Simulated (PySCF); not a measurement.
SMILES C(CC)[SiH2]C(C)=O (C5H12OSi), GFN2-xTB optimised geometry.

```
19

C     -2.20     0.13    -2.80
C     -0.83    -0.53    -2.91
C     -0.60    -1.58    -1.81
Si    -0.71    -0.92    -0.03
C      0.18     0.80     0.00
C      1.69     0.80     0.00
O     -0.46     1.82     0.00
H     -2.36     0.79    -3.65
H     -2.98    -0.62    -2.79
H     -2.27     0.72    -1.89
H     -0.06     0.24    -2.84
H     -0.73    -1.01    -3.88
H     -1.33    -2.38    -1.94
H      0.38    -2.03    -1.97
H      0.02    -1.82     0.87
H     -2.08    -0.72     0.43
H      2.05     0.18    -0.82
H      2.08     1.81    -0.09
H      2.03     0.35     0.93
```

Density from CAM-B3LYP/def2-SVP (PySCF) at that geometry.

Minimum of the electron density along straight lines between bonded atoms, close to the bond critical point (lines longer than 1.1 times the sum of covalent radii, or with two minima, are not listed):

```json
[
 {"bond": "C1–C2", "length / Å": "1.522", "ρ at the minimum / e bohr⁻³": "0.247", "∇²ρ there / e bohr⁻⁵": "-0.58", "position (fraction from the first atom)": "0.50"},
 {"bond": "C2–C3", "length / Å": "1.530", "ρ at the minimum / e bohr⁻³": "0.241", "∇²ρ there / e bohr⁻⁵": "-0.55", "position (fraction from the first atom)": "0.50"},
 {"bond": "C3–Si4", "length / Å": "1.908", "ρ at the minimum / e bohr⁻³": "0.112", "∇²ρ there / e bohr⁻⁵": "0.30", "position (fraction from the first atom)": "0.62"},
 {"bond": "Si4–C5", "length / Å": "1.928", "ρ at the minimum / e bohr⁻³": "0.111", "∇²ρ there / e bohr⁻⁵": "0.28", "position (fraction from the first atom)": "0.38"},
 {"bond": "C5–C6", "length / Å": "1.506", "ρ at the minimum / e bohr⁻³": "0.260", "∇²ρ there / e bohr⁻⁵": "-0.63", "position (fraction from the first atom)": "0.51"},
 {"bond": "C5–O7", "length / Å": "1.210", "ρ at the minimum / e bohr⁻³": "0.406", "∇²ρ there / e bohr⁻⁵": "0.45", "position (fraction from the first atom)": "0.33"},
 {"bond": "C1–H8", "length / Å": "1.088", "ρ at the minimum / e bohr⁻³": "0.277", "∇²ρ there / e bohr⁻⁵": "-1.02", "position (fraction from the first atom)": "0.63"},
 {"bond": "C1–H9", "length / Å": "1.088", "ρ at the minimum / e bohr⁻³": "0.276", "∇²ρ there / e bohr⁻⁵": "-1.02", "position (fraction from the first atom)": "0.63"},
 {"bond": "C1–H10", "length / Å": "1.087", "ρ at the minimum / e bohr⁻³": "0.278", "∇²ρ there / e bohr⁻⁵": "-1.03", "position (fraction from the first atom)": "0.63"},
 {"bond": "C2–H11", "length / Å": "1.093", "ρ at the minimum / e bohr⁻³": "0.276", "∇²ρ there / e bohr⁻⁵": "-1.01", "position (fraction from the first atom)": "0.62"},
 {"bond": "C3–H13", "length / Å": "1.092", "ρ at the minimum / e bohr⁻³": "0.272", "∇²ρ there / e bohr⁻⁵": "-0.97", "position (fraction from the first atom)": "0.62"},
 {"bond": "C3–H14", "length / Å": "1.093", "ρ at the minimum / e bohr⁻³": "0.271", "∇²ρ there / e bohr⁻⁵": "-0.96", "position (fraction from the first atom)": "0.62"},
 {"bond": "Si4–H15", "length / Å": "1.469", "ρ at the minimum / e bohr⁻³": "0.116", "∇²ρ there / e bohr⁻⁵": "0.33", "position (fraction from the first atom)": "0.49"},
 {"bond": "Si4–H16", "length / Å": "1.461", "ρ at the minimum / e bohr⁻³": "0.118", "∇²ρ there / e bohr⁻⁵": "0.33", "position (fraction from the first atom)": "0.49"},
 {"bond": "C6–H17", "length / Å": "1.088", "ρ at the minimum / e bohr⁻³": "0.274", "∇²ρ there / e bohr⁻⁵": "-1.01", "position (fraction from the first atom)": "0.63"},
 {"bond": "C6–H18", "length / Å": "1.088", "ρ at the minimum / e bohr⁻³": "0.277", "∇²ρ there / e bohr⁻⁵": "-1.04", "position (fraction from the first atom)": "0.64"},
 {"bond": "C6–H19", "length / Å": "1.088", "ρ at the minimum / e bohr⁻³": "0.274", "∇²ρ there / e bohr⁻⁵": "-1.01", "position (fraction from the first atom)": "0.63"}
]
```
